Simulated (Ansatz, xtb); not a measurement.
**Relative energy of two structures of CH5F3GaN**

Structure a: a singlet given by its coordinates. Structure b: `C[NH2+][Ga-]([F])([F])[F]`, a singlet. Both are isolated molecules in the gas phase, relaxed with PBE0-D4/def2-SVP.

a (Å):

```xyz
11

C     2.4738   -0.3840   -1.0735
F     1.1805   -0.6263    1.3762
F    -0.2869   -0.0821   -0.9304
F     1.0258    2.2855    0.4773
Ga    1.1022    0.5982    0.0306
N     1.7818   -1.7105   -0.9459
H     0.8052   -1.5471   -1.2716
H     2.2151   -2.5126   -1.4102
H     1.6635   -1.8648    0.0783
H     3.4813   -0.4717   -0.6474
H     2.5338   -0.1207   -2.1371
```

Close contacts (Å): C1–Ga5 2.02, C1–N6 1.50, F2–Ga5 1.82, F3–Ga5 1.82, F4–Ga5 1.75, C1–H10 1.10, C1–H11 1.10, N6–H7 1.04, N6–H8 1.02, N6–H9 1.04.

b (Å):

```xyz
11

C    -0.0288   -1.0965    0.8411
F    -1.8887    0.4981   -1.2865
F     0.5599    2.1112   -1.9173
F    -0.5783    2.0964    0.8575
Ga   -0.4443    1.3222   -0.7155
N     0.6728   -0.3057   -0.1839
H     0.5477   -1.9804    1.1496
H    -0.9994   -1.4061    0.4326
H    -0.2150   -0.4492    1.7077
H     1.5814    0.0166    0.1547
H     0.8580   -0.8636   -1.0196
```

Quicker runs give these differences E(b) − E(a): GFN2-xTB −103.1 kJ/mol; HF/STO-3G −240.6 kJ/mol (at GFN2-xTB geometries); r2SCAN-D4/def2-SVP −101.4 kJ/mol (at GFN2-xTB geometries).

Problem. Estimate E(b) − E(a) at the level CCSD(T)/def2-SVP + ΔMP2/def2-TZVPP.

Solution. Calculated at CCSD(T)/def2-SVP + ΔMP2/def2-TZVPP: E(b) − E(a) = −107.0 kJ/mol, so structure b lies lower.

Level by level:

```csv
level,geometry,E(b) − E(a) (kJ/mol),departure from the last row (kJ/mol),"job, with rough time for the two"
GFN2-xTB,GFN2-xTB,−103.1,+3.9,"optimisation, 0.12 s"
HF/STO-3G,GFN2-xTB,−240.6,−133.6,"single point, 0.56 s"
r2SCAN-D4/def2-SVP,GFN2-xTB,−101.4,+5.5,"single point, 4.7 s"
PBE0-D4/def2-SVP,PBE0-D4/def2-SVP,−96.1,+10.9,"optimisation, 39 s"
HF/def2-SVP,PBE0-D4/def2-SVP,−132.7,−25.7,part of the CCSD(T) run
MP2/def2-SVP,PBE0-D4/def2-SVP,−116.1,−9.1,part of the CCSD(T) run
CCSD(T)/def2-SVP,PBE0-D4/def2-SVP,−115.6,−8.6,single point
CCSD(T)/def2-SVP + ΔMP2/def2-TZVPP,PBE0-D4/def2-SVP,−107.0,,"single point, 91 s"
```

None of the levels shown reverses the order. The largest departure from CCSD(T)/def2-SVP + ΔMP2/def2-TZVPP is that of HF/STO-3G, 133.6 kJ/mol. The last row adds to CCSD(T) the change of the MP2 difference between the two basis sets, here +8.6 kJ/mol.

With thermal terms from frequencies at re-optimised GFN2-xTB minima (ideal gas, soft modes damped towards free rotors, one conformer each, 298.15 K, 1 atm): on the last row, ΔE + ΔZPE = −107.7, ΔH = −105.6, ΔG = −112.5 kJ/mol.

The correlated steps freeze 14 core orbitals; the filled d shell of Ga is correlated, in a basis made for valence electrons. Run with Ansatz 0.2.0, xtb 6.7.1; the last row on 2 threads of Arm Neoverse V2 on a shared host.
